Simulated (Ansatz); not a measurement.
Species: AlHF2, charge 0, singlet. AlHF2 (SMILES [AlH]([F])[F]).
B3LYP-D3(BJ)/def2-TZVP minimum from Ansatz (a program for electronic structure):
```
Al
F 1 1.6442
F 1 1.6442 2 117.93
H 1 1.5535 2 121.03 3 180.00
```
Charge 0, spin multiplicity 1.

Property: atomisation energy (electronic, to ground-state atoms), in kcal/mol. UHF or UKS for unpaired electrons; spin-orbit terms are left out. CBS(X,Y): correlation extrapolated as X^-3, Hartree-Fock from the larger set (Q,5: extrapolated as (X+1)exp(-9√X)). A bracket is a step between two methods taken in the basis named. Functionals run without relativity, which enters their misses. Double hybrids freeze cores in their MP2 part. 'core' is core correlation in cc-pwCVTZ (1s frozen past Ne), 'X2C' scalar relativity in cc-pVTZ-DK, both at CCSD(T). Where a partner has so few electrons that a lower coupled-cluster level is exact, that level stands in.

CCSD(T)/CBS(cc-pV(Q+d)Z,cc-pV(5+d)Z) + [CCSDT(Q) - CCSD(T)]/cc-pV(T+d)Z + core + X2C (Ansatz) gives 360.4 kcal/mol.

**Question.** What does PBE/def2-TZVPD (Ansatz) give here, and how do the other levels compare?

**Answer.** PBE gives 354.8 kcal/mol, 5.6 kcal/mol below it. Differences of the others: r2SCAN/def2-TZVPD (Ansatz) -3.9; wB97M-V/def2-TZVPD (Ansatz) -4.7; B2PLYP/def2-TZVPD (Ansatz) -6.4; CCSD(T)/CBS(cc-pV(Q+d)Z,cc-pV(5+d)Z) + core + X2C (Ansatz) 0.2 kcal/mol. Nearer than PBE: r2SCAN/def2-TZVPD, wB97M-V/def2-TZVPD, CCSD(T)/CBS(cc-pV(Q+d)Z,cc-pV(5+d)Z) + core + X2C.
